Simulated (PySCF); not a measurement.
H4HfO3, SMILES [OH][HfH]([OH])[OH], multiplicity 1. Geometry: PBE-D3(BJ)/def2-SVP. The spin state was assumed, not searched. The structure was generated by enumeration; whether it is a known compound was not checked. The def2 effective core potentials stand for the cores of Hf; spin–orbit coupling is left out. One conformer was computed; it need not be the lowest.

Computed equilibrium geometry at PBE-D3(BJ)/def2-SVP (PySCF confirms it by a frequency run) as Cartesian coordinates in Å, and its point group (one conformer of several):
point group C3v.
```xyz
8

Hf     0.0000     0.0000    -0.1240
O     -1.6210    -0.9359     0.3584
H     -2.3757    -1.3716     0.7723
O      0.0000     1.8717     0.3584
H      0.0000     2.7432     0.7723
O      1.6210    -0.9359     0.3584
H      2.3757    -1.3716     0.7723
H      0.0000     0.0000    -1.9906
```
